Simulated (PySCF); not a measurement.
Dipole response of Ca²⁺ (calcium, charge +2)

[Ar], closed-shell 1S. Computed with PySCF 2.14 in aug-cc-pwCVTZ-X2C (9s8p6d3f, 84 functions), with the spin-free X2C one-electron Hamiltonian (Gaussian nucleus). Coupled (time-dependent) response in atomic units; α is the mean over directions.

```tsv
method	mean α (bohr³)	C₆ (like pair)	S(−4)
BLYP	3.329	10.99	2.067
```

S(−4) is the Cauchy moment in α(ω) = α(0) + S(−4) ω² + …

α(iu) at BLYP:

| u (hartree) | α(iu) (bohr³) |
| --- | --- |
| 0 | 3.329 |
| 0.0500 | 3.323 |
| 0.100 | 3.308 |
| 0.200 | 3.248 |
| 0.300 | 3.153 |
| 0.500 | 2.886 |
| 0.750 | 2.483 |
| 1.00 | 2.084 |
| 1.50 | 1.445 |
| 2.00 | 1.025 |
| 3.00 | 0.5766 |
| 5.00 | 0.2574 |

A single London oscillator, α(iu) = α/(1 + u²/ω²), gives C₆ = (3/4) ω α². Matching the computed C₆ needs ω = 4 × 10.99 / (3 × 3.329²) = 1.32 hartree.

For an ion, C₆ is the dispersion term alone; charge-induced terms of lower order in 1/R come first.
